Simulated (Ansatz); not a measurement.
Reaction (homolysis of the C–O bond): `COCOC(C)=O` → `[CH2]OC(C)=O`• + `C[O]`•

Gas-phase electronic energies from Ansatz, PBE0-D4/def2-TZVP geometries. CBS: MP2 limit from def2 TZ/QZ plus the TZ coupled-cluster correction, frozen cores. Functionals use def2-TZVPP. B3LYP here is the variant with VWN-RPA as its local correlation; programs differ in this. Open shells (•) are unrestricted, without spin–orbit coupling. Each species was taken in one conformer, which may not be the lowest.

`COCOC(C)=O`:

```xyz
15

C     0.799    0.307    2.044
O     1.341   -0.786    1.331
C     0.482   -1.369    0.433
O     0.340   -0.584   -0.757
C    -0.779    0.152   -0.899
C    -0.752    0.902   -2.194
O    -1.669    0.192   -0.094
H     0.645    1.175    1.396
H    -0.158    0.042    2.506
H     1.521    0.566    2.818
H     0.944   -2.299    0.108
H    -0.513   -1.534    0.858
H     0.139    1.530   -2.239
H    -1.648    1.511   -2.284
H    -0.692    0.196   -3.025
```

`[CH2]OC(C)=O`•:

```xyz
10

C    -0.311   -1.989    0.065
O    -0.586   -0.664    0.127
C     0.433    0.213   -0.094
C    -0.057    1.619    0.015
O     1.551   -0.137   -0.340
H    -1.159   -2.626    0.249
H     0.696   -2.304   -0.157
H    -0.855    1.793   -0.710
H     0.766    2.305   -0.164
H    -0.478    1.790    1.008
```

`C[O]`•:

Z-matrix (Å, degrees):
```
C
O 1 1.355
H 1 1.100 2 113.5
H 1 1.108 2 105.3 3 -115.7
H 1 1.100 2 113.5 3 128.6
```

CCSD(T)/CBS gives +403.4 kJ/mol.

Another level gave +366.0 kJ/mol. Which?
A. HF/def2-TZVPP
B. PBE0/def2-TZVPP
C. ωB97X-V/def2-TZVPP
D. B3LYP/def2-TZVPP

B. PBE0 366.0, ωB97X-V 388.7, HF/def2-TZVPP 244.6, B3LYP 349.8 kJ/mol.

Largest T1 diagnostic among the species: 0.019.

The D4 term adds +14.5 kJ/mol with B3LYP and +8.2 kJ/mol with PBE0; it sums over pairs of atoms, weighted by their polarisabilities, and B3LYP, whose exchange is more repulsive, gets the larger term. In def2-TZVPP, CCSD(T) changes the Hartree–Fock value by +149.5 kJ/mol (the triples alone add +13.2 kJ/mol) and MP2 by +188.5 kJ/mol; breaking electron pairs costs correlation energy, which Hartree–Fock lacks.
